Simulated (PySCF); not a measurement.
From one molecule to another.

First species: C₇H₅F₃.
SMILES: `C=C1C=C(C(F)(F)F)C1=C`

Second species: C2H10ClPSi3.
Structure used (GFN2-xTB), in Å, numbered top down from 1:
```xyz
17
C2H10ClPSi3 angstrom
C      2.719   -0.593    0.839
C      2.514   -0.053   -0.352
Si     0.902    0.771   -0.869
P     -0.583    0.447    0.769
Si    -2.366    1.553    0.019
Si    -1.161   -1.663    0.386
Cl    -2.504   -2.185    1.781
H      3.654   -1.049    1.125
H      1.940   -0.592    1.588
H      3.316   -0.062   -1.080
H      0.457    0.222   -2.159
H      1.064    2.222   -1.001
H     -2.790    1.098   -1.310
H     -3.437    1.332    0.987
H     -1.973    2.959   -0.041
H     -1.781   -1.893   -0.920
H      0.024   -2.504    0.528
```

Levels: PBE0/def2-SVPD for dipole moment, HOMO energy, LUMO energy, HOMO–LUMO gap, static isotropic polarisability and electronic spatial extent ⟨r²⟩ about the centre of nuclear charge; TDDFT PBE0/def2-SVPD for lowest singlet excitation; TDA PBE0/def2-SVPD for lowest triplet excitation (Tamm–Dancoff); GFN2-xTB for rotational constant A and rotational constant C. Geometries: GFN2-xTB. All species are isolated and taken at one optimised geometry, non-relativistic unless stated; the electronic structure was computed with PySCF and density fitting.

Dipoles, sizes and rotational constants follow the conformer. The torsions of the flexible species, by atom-mapped SMILES:
- `[CH2:1]=[C:2]1[CH:3]=[C:4]([C:5]([F:6])([F:7])[F:8])[C:9]1=[CH2:10]`: C3–C4–C5–F6 -120°
- `[CH2:1]=[CH:2][SiH2:3][P:4]([SiH3:5])[SiH2:6][Cl:7]`: C1–C2–Si3–P4 -6°, C2–Si3–P4–Si5 178°, Si3–P4–Si6–Cl7 179°

Values for the first species:

```
Dipole moment                                                     : 2.66 D
HOMO energy                                                       : -7.43 eV
LUMO energy                                                       : -1.78 eV
HOMO–LUMO gap                                                     : 5.65 eV
Lowest singlet excitation                                         : 4.76 eV
Lowest triplet excitation (Tamm–Dancoff)                          : 2.98 eV
Static isotropic polarisability                                   : 88.3 au
Electronic spatial extent ⟨r²⟩ about the centre of nuclear charge : 1458 bohr²
Rotational constant A                                             : 2.590 GHz
Rotational constant C                                             : 0.765 GHz
```

Problem. Estimate the same properties for the second species, and the change in each.

Solution. 
```tsv
property	first	second	second less first
dipole moment	2.66 D	1.74 D	-0.92 D
HOMO energy	-7.43 eV	-7.21 eV	+0.22 eV
LUMO energy	-1.78 eV	-0.73 eV	+1.05 eV
HOMO–LUMO gap	5.65 eV	6.48 eV	+0.83 eV
lowest singlet excitation	4.76 eV	5.36 eV	+0.60 eV
lowest triplet excitation (Tamm–Dancoff)	2.98 eV	4.29 eV	+1.31 eV
static isotropic polarisability	88.3 au	146.1 au	+57.8 au
electronic spatial extent ⟨r²⟩ about the centre of nuclear charge	1458 bohr²	2313 bohr²	+855 bohr²
rotational constant A	2.590 GHz	1.232 GHz	-1.358 GHz
rotational constant C	0.765 GHz	0.485 GHz	-0.280 GHz
```

On the first: The vertical singlet–triplet gap S1 − T1 is 1.78 eV (TDDFT singlet less Tamm–Dancoff triplet; S1: HOMO→LUMO, weight 0.56, beside HOMO−1→LUMO, weight 0.32; T1: HOMO→LUMO, weight 0.84). The polarisability is 13.08 Å³ as a volume (1 au = 0.148185 Å³), or 1.19 au for each of the 74 electrons.

On the second: S1 lies 1.12 eV below the HOMO–LUMO gap; its leading configuration is HOMO→LUMO, weight 0.80. The principal polarisabilities are 118.9, 154.8 and 164.7 au; their mean is the isotropic value.
